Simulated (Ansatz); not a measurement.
Species: C4H4, SMILES `C#CC=C` with one electron removed (charge 1, multiplicity 2), formula C$_{4}$H$_{4}$.

### Question
How many basis functions does frozen-core CCSD(T)/def2-TZVPP // B3LYP-D3(BJ)/def2-TZVP (Ansatz, a quantum-chemistry and plane-wave program) use, how many core orbitals are frozen, and how many electrons are correlated?

### Answer
180 basis functions and 4 frozen orbitals, which leaves 19 correlated electrons. Core time is of the order of minutes.
